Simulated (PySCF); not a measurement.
## Radial density of S¹⁴⁺ (sulfur, charge +14)

UHF, 1s2, closed-shell 1S. Computed with PySCF 2.14 in an even-tempered Gaussian basis (17 s from 9.6 bohr⁻², ratio 2.2; 7 p from 15 bohr⁻², ratio 2.4; 4 d from 44 bohr⁻², ratio 2.4; 3 f from 67 bohr⁻², ratio 2.4; 3 g from 100 bohr⁻², ratio 2.4), with scalar relativity by spin-free X2C-1e.

| r (bohr) | 4πr²ρ (e/bohr) |
| --- | --- |
| 0.00127 | 0.05809 |
| 0.00213 | 0.1544 |
| 0.00359 | 0.4039 |
| 0.00603 | 1.026 |
| 0.0101 | 2.481 |
| 0.0171 | 5.512 |
| 0.0287 | 10.59 |
| 0.0483 | 15.91 |
| 0.0812 | 15.80 |
| 0.137 | 7.847 |
| 0.230 | 1.220 |
| 0.387 | 0.02709 |
| 0.650 | 2.419e-05 |

Densities and radii are taken from the X2C orbitals without a picture-change correction, which distorts them close to the nucleus.
